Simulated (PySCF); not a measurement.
Argon: highly charged ions in a basis for the neutral atom

Ar¹¹⁺ [He] 2s2 2p3, Ar¹²⁺ [He] 2s2 2p2. All numbers are calculated (PySCF 2.14, the non-relativistic Hamiltonian (point nucleus), in aug-cc-pV(D+d)Z (5s4p3d, 32 functions)). No spin-orbit coupling, so a gap to NIST mixes the basis error with missing relativistic terms.

Changed run: basis of the neutral atom used for a highly charged ion. This setting is unsound on purpose.

```
species  method  sound run (hartree)  changed run (hartree)  converged
  Ar¹¹⁺     UHF              not run             -452.63953        yes
  Ar¹¹⁺    MN15              not run             -452.72253        yes
  Ar¹¹⁺    TPSS              not run             -452.88255        yes
  Ar¹²⁺     UHF              not run             -429.69952        yes
  Ar¹²⁺    MN15              not run             -429.76243        yes
  Ar¹²⁺    TPSS              not run             -429.94920        yes
```

Ionisation energy of Ar¹¹⁺:

```csv
method,changed run (eV),NIST (eV)
UHF,624.23,619 ± 0.4
MN15,624.78,619 ± 0.4
TPSS,624.05,619 ± 0.4
```

The contracted functions were made for the neutral atom and can be too rigid for a highly charged ion.
